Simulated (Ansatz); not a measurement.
`[OH][In-]([OH])([OH])[OH2+]` at its PBE0-D4/def2-TZVP geometry, where that method's forces vanish. Total charge 0; spin multiplicity 1. In takes the def2 core potential.

```tsv
atom	x (Å)	y (Å)	z (Å)
O1	0.905	-0.411	2.186
In2	0.150	0.264	0.487
O3	-1.818	0.640	0.353
O4	1.241	1.023	-1.006
O5	-0.645	-1.433	-0.874
H6	1.849	-0.575	2.124
H7	-2.039	1.543	0.115
H8	2.147	1.230	-0.770
H9	-1.517	-0.996	-0.864
H10	-0.272	-1.285	-1.751
```

Problem. For each bond, give half the difference of the two atoms' forces along it (eV/Å; positive pushes the atoms apart) under PBE-D4, r2SCAN-D4, B3LYP-D4, ωB97M-V in def2-TZVPP. (An estimate is asked.)

Solution. Computed: 
```
  bond  length (Å)  PBE-D4  r2SCAN-D4  B3LYP-D4  ωB97M-V
O1–In2       1.978    0.15       0.08      0.11     0.01
 O1–H6       0.960    0.42       0.05     -0.02    -0.06
In2–O3       2.008    0.22       0.07      0.15     0.01
In2–O4       1.999    0.14       0.05      0.12     0.00
In2–O5       2.316    0.16       0.01      0.10    -0.03
 O3–H7       0.959    0.40       0.04     -0.03    -0.06
 O4–H8       0.959    0.40       0.05     -0.02    -0.05
 O5–H9       0.976    0.41       0.04      0.01    -0.06
O5–H10       0.964    0.36       0.04      0.01    -0.01
```

B3LYP here is the variant with VWN-RPA as its local correlation; programs differ in this.
